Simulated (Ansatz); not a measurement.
Species: C$_{2}$H$_{8}$ClSi$_{2}$ (charge 0, doublet). It need not be the lowest isomer of its formula. 
Structure (B3LYP-D3(BJ)/def2-TZVP (Ansatz, an electronic-structure program) minimum search):
```xyz
13

C     -1.8581     1.4813     0.1570
Si    -0.7728     0.3605     1.1229
C     -1.4425    -1.3921     1.2024
Si     1.3222     0.2931     0.0482
Cl     1.0295    -0.5963    -1.8170
H     -2.4007     1.1445    -0.7195
H     -1.9270     2.5455     0.3510
H     -0.5529     0.9159     2.4850
H     -1.5464    -1.8025     0.1964
H     -0.7692    -2.0420     1.7640
H     -2.4210    -1.4125     1.6850
H      1.9024     1.6345    -0.1906
H      2.3258    -0.5316     0.7647
```
Charge 0, spin multiplicity 2.

Property: atomisation energy (electronic, to ground-state atoms), in kJ/mol. Correlated levels leave the core frozen unless marked. UHF or UKS for open shells. No spin-orbit coupling. No relativistic terms. The coupled-cluster limit lacks core correlation, which all-electron functionals hold. Basis-set limits of correlation are two-point, X^-3; Hartree-Fock from the larger set.

| level | program | atomisation energy (kJ/mol) |
|---|---|---|
| r2SCAN-D3(BJ)/def2-TZVPD | Ansatz + dftd3 | … |
| PBE0-D4/def2-TZVP | Ansatz + dftd4 | 4401.8 |
| BHLYP-D3(BJ)/def2-TZVPD | Ansatz + dftd3 | … |
| SCS-MP2/cc-pV(D+d)Z | Ansatz | 4057.8 |
| CCSD/cc-pV(T+d)Z | Ansatz | 4237.1 |
| CCSD(T)/CBS(cc-pV(T+d)Z,cc-pV(Q+d)Z) | Ansatz | … |

Problem. Fill in the missing entries.

Solution. 
- r2SCAN-D3(BJ)/def2-TZVPD, atomisation energy (kJ/mol): 4427.7
- BHLYP-D3(BJ)/def2-TZVPD, atomisation energy (kJ/mol): 4342.8
- CCSD(T)/CBS(cc-pV(T+d)Z,cc-pV(Q+d)Z), atomisation energy (kJ/mol): 4404.7
